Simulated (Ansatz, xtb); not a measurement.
**Relative energy of two isomers of C5H7NO2**

Structure I is `C=COC(=C)NC=O`, a singlet and structure II is `C=CO/C(C)=N\C=O`, a singlet. Both are isolated molecules in the gas phase, relaxed with B3LYP/def2-SVP; the shapes shown needn't be the lowest conformers.

I (Å):

```xyz
15

C    -1.6105   -3.2147   -0.8505
C    -1.3589   -2.0509   -0.2524
C    -0.3497    0.0848   -0.4266
C     0.5789   -0.0727    0.5283
C    -0.1274    2.5195   -0.9257
N    -0.6980    1.2800   -1.0741
O    -1.1182   -0.9109   -0.9712
O     0.7706    2.8090   -0.1694
H    -1.8706   -4.0861   -0.2485
H    -1.5748   -3.3147   -1.9375
H    -1.3709   -1.9111    0.8343
H     0.8073   -1.0667    0.9107
H     1.1256    0.7927    0.8930
H    -1.4547    1.1883   -1.7443
H    -0.6085    3.2620   -1.6078
```

II (Å):

```csv
atom,x (Å),y (Å),z (Å)
C,-3.8115,-1.1018,0.0472
C,-2.5741,-0.9002,-0.4001
C,-0.2850,-1.5301,-0.0630
C,0.5676,-2.7629,-0.1484
C,-0.2168,0.9214,0.1784
N,0.2080,-0.3820,0.1485
O,-1.5945,-1.8546,-0.1911
O,-0.6372,1.5625,-0.7618
H,-4.0695,-1.9896,0.6292
H,-4.5913,-0.3736,-0.1800
H,-2.2573,-0.0326,-0.9847
H,1.6201,-2.5061,0.0148
H,0.2381,-3.4995,0.6011
H,0.4437,-3.2304,-1.1382
H,-0.0317,1.3905,1.1748
```

**Question.** Estimate which is lower in electronic energy at CCSD(T)/def2-SVP + ΔMP2/def2-TZVPP, and by roughly how much.

**Answer.** CCSD(T)/def2-SVP + ΔMP2/def2-TZVPP gives E(II) − E(I) = −0.028 eV, slightly favouring structure II, which is too small a margin to settle the true order.

The same difference at several levels:

```
                             level        geometry  E(II) − E(I) (eV)  departure from the last row (eV)  job, with rough time for the two
                          GFN2-xTB        GFN2-xTB              −0.361                            −0.333               optimisation, 0.5 s
                         HF/STO-3G        GFN2-xTB              −0.008                            +0.020              single point, 0.66 s
                r2SCAN-D4/def2-SVP        GFN2-xTB              +0.043                            +0.071               single point, 7.8 s
                    B3LYP/def2-SVP  B3LYP/def2-SVP              −0.012                            +0.016               optimisation, 3 min
                       HF/def2-SVP  B3LYP/def2-SVP              −0.011                            +0.017           part of the CCSD(T) run
                      MP2/def2-SVP  B3LYP/def2-SVP              −0.042                            −0.014           part of the CCSD(T) run
                  CCSD(T)/def2-SVP  B3LYP/def2-SVP              −0.060                            −0.031                      single point
CCSD(T)/def2-SVP + ΔMP2/def2-TZVPP  B3LYP/def2-SVP              −0.028                                               single point, 4.1 min
```

As drawn, II has 1 C–C, 1 C=N, 1 C–H in place of 1 C=C, 1 C–N, 1 N–H.

The largest departure from CCSD(T)/def2-SVP + ΔMP2/def2-TZVPP is that of GFN2-xTB, 0.333 eV. The last row adds to CCSD(T) the change of the MP2 difference between the two basis sets, here +0.031 eV.

With thermal terms from frequencies at re-optimised GFN2-xTB minima (ideal gas, soft modes damped towards free rotors, one conformer each, 298.15 K, 1 atm): on the last row, ΔE + ΔZPE = −0.051, ΔH = −0.033, ΔG = −0.089 eV.

The correlated steps freeze 8 core orbitals. Programs: Ansatz 0.2.0, xtb 6.7.1; the last row on 2 threads of Arm Neoverse V1 on a shared host.
